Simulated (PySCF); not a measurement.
These are TPSSh-D3(BJ)/def2-TZVP // BP86-D3(BJ)/def2-SVP (PySCF) values and carry that method's errors. All species are isolated molecules in the gas phase. 

Reference species: [Zr(F)2(H)2] (neutral, multiplicity 1).

coordination number: 4
charge on the central atom (Mulliken): 1.24 e

Changed species: [Zr(H)4] (4 of 4 F replaced by H; the reference has 2 of 4 F replaced by H).

Question: What does the change do to the coordination number and charge on the central atom (Mulliken)?

Answer: the coordination number is nearly the same; the charge on the central atom (Mulliken) falls by 0.43 e, to 0.81 e.
